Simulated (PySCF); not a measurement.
Ga₂H₄, SMILES [GaH2][GaH2].

The structure is a stationary point at PBE0-D3(BJ)/def2-TZVP.

These are B3LYP/def2-TZVPD (PySCF) values and carry that method's errors.

Gas-phase values at a fixed geometry.

Question: Estimate the frontier levels, gap, dipole moment and polarisability. (The exact figures need the calculation; the answer reports its results.)

Answer: 
The highest occupied level is -6.87 eV. The lowest empty level is -2.25 eV, the orbital gap comes out as 4.62 eV and the dipole moment is 0.00 D. The quadrupole, principal values (traceless, Buckingham form, about the centre of nuclear charge) is -6.64, 3.32, 3.32 D·Å. The mean static polarisability comes out as 70.3 bohr³ (10.42 Å³) and the polarisability, principal values is 58.0, 58.0, 95.0 bohr³.
